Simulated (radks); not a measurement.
The numbers below are computed, except where a source is named.
Q: Numerical settings for the aluminium ion Al+, [Ne] 3s2. Code: a radial shooting solver on a logarithmic mesh with Libxc functionals. Model: scalar-relativistic Kohn-Sham, PBE, spin-polarised, spherical densities, finite nucleus; Fermi nuclear charge, rms radius 3.061 fm. The defaults (mesh step 0.008 in ln r, mesh end at 40 bohr or more with all orbitals vanishing there, Anderson mixing 0.5 over 9 steps, residual threshold near 1e-9 with the energy settled to 1e-9 hartree or 1e-11 of itself, here a cap of 64 iterations) give E = -242.4728 hartree and 3s at -14.811 eV in 17 iterations. Run on one thread of a shared host, so times are rough (Arm Neoverse N1): 0.14 s of CPU time, 0.14 s wall, 17 iterations on 2189 mesh points. One setting is changed at a time: mesh step in ln r 0.003; mesh step in ln r 0.05; mesh step in ln r 0.005; mesh end (bohr) 12; mesh end (bohr) 5; residual threshold 0.001; residual threshold 0.1; mixing 1.5; linear mixing, mixing 0.2; linear mixing, mixing 0.05; mixing history 3; iteration cap 3. Which runs fail to converge, and which converge to a wrong energy?

A: Not converged within the cap: linear mixing, mixing 0.2; linear mixing, mixing 0.05; iteration cap 3. Settings that end as converged yet miss the energy by more than 1 mhartree: mesh end (bohr) 5 (+0.0301 hartree).
